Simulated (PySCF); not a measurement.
Compound: C6H10O2P (charge -1).
Z-matrix (Å and degrees, PBE0-D3(BJ)/def2-SVP geometry), rows numbered from 1:
```
C 
C   1  1.3351
P   2  1.8423  1  121.23
O   3  1.5195  2  107.18  1     3.29
O   3  1.5120  2  107.74  1  -131.49
C   3  1.8596  2  101.59  1   116.46
C   6  1.5420  3  114.03  2   -83.64
C   7  1.5413  6   88.11  3   -92.72
C   8  1.5412  7   88.97  6   -18.50
H   1  1.0968  2  118.22  3    -3.07
H   1  1.0980  2  123.21  3   175.88
H   2  1.0992  1  120.63  3  -175.87
H   6  1.1033  3  108.61  2    50.00
H   7  1.1051  6  112.59  3   153.82
H   7  1.1013  6  116.30  3    26.37
H   8  1.0989  7  109.17  6    92.25
H   8  1.1040  7  118.20  6  -140.27
H   9  1.1044  6  112.37  3  -149.76
H   9  1.1018  6  115.77  3   -23.94
```

Definitions: NICS(0) = −σiso at the ring centroid; NICS(1) = −σiso and NICS(1)zz = −σzz at ±1 Å along the ring normal z. Level: GIAO KT2/pcSseg-1 (PySCF, non-relativistic, gas phase) on the PBE0-D3(BJ)/def2-SVP geometry, one conformer.

Ring bond lengths (Å): C6–C7 1.542, C7–C8 1.541, C8–C9 1.541, C9–C6 1.544.

Q: What do the NICS probes read (ppm)?

A: 
```tsv
ring	type	NICS(0)	NICS(1), two faces	NICS(1)zz, two faces	rms pucker (Å)	centre to ring atoms, mean (Å)
C6–C7–C8–C9	4-membered carbocycle; formal bonds all single	-0.3	0.1 / -1.1	4.1 / -0.8	0.12	1.08
```

Q: What can be read from them?

A: 
- C6–C7–C8–C9: mean NICS(1)zz 1.7 ppm, near zero. C6, C7, C8, C9 have four or more neighbours, and the NICS criterion for π rings isn't applied. A hydrogen on C8, outside the ring, lies only 1.36 Å from a NICS(1) probe, which then mostly feels that atom. The two faces differ by 4.9 ppm, so no symmetry operation interchanges them.

Q: List the ring angles.

A: 
- C6–C7–C8–C9: C6 88.8°, C7 88.1°, C8 89.0°, C9 88.0°; sum 353.9° against 360° for a flat convex ring.

Q: How do the values depend on the level or the medium?

A: 
| level | NICS(0), C6–C7–C8–C9 | mean NICS(1)zz, C6–C7–C8–C9 |
| --- | --- | --- |
| KT2/pcSseg-1, gas | -0.3 | 1.7 |
| PBE0/pcSseg-1, gas | -1.2 | 1.0 |
| PBE0/pcSseg-1, IEF-PCM methanol | -1.1 | 1.0 |
| PBE0/pcSseg-1, IEF-PCM water | -1.1 | 1.0 |

The geometry is the same throughout; the continuum's cavity takes Bondi-type radii × 1.2.

Hardware: one thread, Arm Neoverse V1 (aarch64), shared host. Cost: 60 s wall, 0.83 GiB resident at most. This is the whole shielding run at KT2/pcSseg-1, SCF included.
